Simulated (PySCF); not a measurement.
One entry of a table of gas-phase calculations, keyed by method. Lists by class give the value and the number of equivalent atoms.

```json
{
 "name": "tert-butyl formate",
 "formula": "C5H10O2",
 "smiles": "CC(C)(C)OC=O",
 "inchi": "InChI=1S/C5H10O2/c1-5(2,3)7-4-6/h4H,1-3H3",
 "charge": 0,
 "multiplicity": 1,
 "geometry_level": "GFN2-xTB",
 "atoms_angstrom": [
  ["C", -0.863, 0.234, 1.525],
  ["C", -0.156, 0.038, 0.184],
  ["C", -0.719, -1.176, -0.553],
  ["C", -0.262, 1.298, -0.673],
  ["O", 1.235, -0.201, 0.548],
  ["C", 2.153, -0.414, -0.365],
  ["O", 2.039, -0.45, -1.556],
  ["H", -0.429, 1.077, 2.055],
  ["H", -1.92, 0.421, 1.365],
  ["H", -0.748, -0.655, 2.14],
  ["H", -1.781, -1.031, -0.731],
  ["H", -0.582, -2.075, 0.045],
  ["H", -0.217, -1.308, -1.507],
  ["H", 0.198, 2.141, -0.161],
  ["H", 0.236, 1.152, -1.628],
  ["H", -1.309, 1.527, -0.854],
  ["H", 3.117, -0.567, 0.157]
 ],
 "electronic_structure_code": "PySCF",
 "results": {
  "GFN2-xTB geometry": {
   "point_group": "Cs",
   "rotational_constants_GHz": [4.168, 2.029, 1.948]
  },
  "PBE0/def2-SVPD ground state and vertical TDDFT (core frozen in the response)": {
   "dipole_D": 2.32,
   "homo_eV": -8.05,
   "lumo_eV": 0.15,
   "S1_eV": 5.85,
   "strongest_line_of_6_singlets_eV": 8.04,
   "T1_tda_eV": 5.28,
   "polarisability_au": 67.8,
   "r2_bohr2_about_centre_of_nuclear_charge": 767.0,
   "singlets_eV_and_f": [
    [5.85, 0.002],
    [7.68, 0.006],
    [8.04, 0.13],
    [8.17, 0.001],
    [8.25, 0.065],
    [8.41, 0.019]
   ],
   "triplets_tda_eV": [5.28, 6.05]
  },
  "PBE0/pcSseg-1 ground state and GIAO shieldings, non-relativistic": {
   "shift_vs_computed_TMS_C_by_class_ppm": [
    [165.4, 1],
    [81.5, 1],
    [29.1, 3]
   ],
   "shift_vs_computed_TMS_H_by_class_ppm": [
    [8.1, 1],
    [1.58, 9]
   ],
   "shielding_other_nuclei_by_class_ppm": [
    ["O", -111.2, 1],
    ["O", 84.6, 1]
   ],
   "charges_hirshfeld_e_by_atom": [-0.12, 0.11, -0.13, -0.13, -0.09, 0.18, -0.24, 0.04, 0.05, 0.04, 0.05, 0.04, 0.04, 0.04, 0.04, 0.05, 0.05]
  }
 }
}
```

The dipole equals about 7.7 × 10⁻³⁰ C·m (1 D = 3.33564 × 10⁻³⁰ C·m). The vertical singlet–triplet gap S1 − T1 is 0.57 eV (TDDFT singlet less Tamm–Dancoff triplet; S1: HOMO→LUMO, weight 0.98; T1: HOMO→LUMO, weight 0.96). The 6 singlets span 5.85 to 8.41 eV, and their oscillator strengths add up to 0.22.

One conformer (not necessarily the lowest) at the GFN2-xTB geometry, without solvent or vibrations. NMR classes are plain means over equivalent atoms (diastereotopic ones count apart unless rotation or inversion swaps them), as if these changed places fast; in this geometry the members of some classes differ.

For the NMR shielding job (PBE0/pcSseg-1), time: 36 s wall; peak memory 0.76 GiB. Hardware: an Arm Neoverse N1 with one thread, on a shared host.

Shape of the structure used: `[CH3:1][C:2]([CH3:3])([CH3:4])[O:5][CH:6]=[O:7]`: C1–C2–O5–C6 180°, C2–O5–C6–O7 0°.
